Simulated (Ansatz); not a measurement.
`OC1[SiH2][Si]1(F)F`, charge 0, multiplicity 1.

**Question.** Give a relaxed structure at PBE0-D4/def2-TZVP (Ansatz). (An estimate is asked.)

**Answer.** Computed: 
Cartesian coordinates in Å:
```
O 0.399 -1.714 0.941
C -0.001 -0.748 0.021
Si 0.870 0.919 -0.522
Si -1.241 0.612 0.184
F -1.593 1.158 1.630
F -2.614 0.497 -0.600
H 1.241 -2.082 0.658
H -0.290 -1.160 -0.971
H 1.715 1.557 0.519
H 1.513 0.963 -1.860
```
This is one stationary point; other conformers may exist.
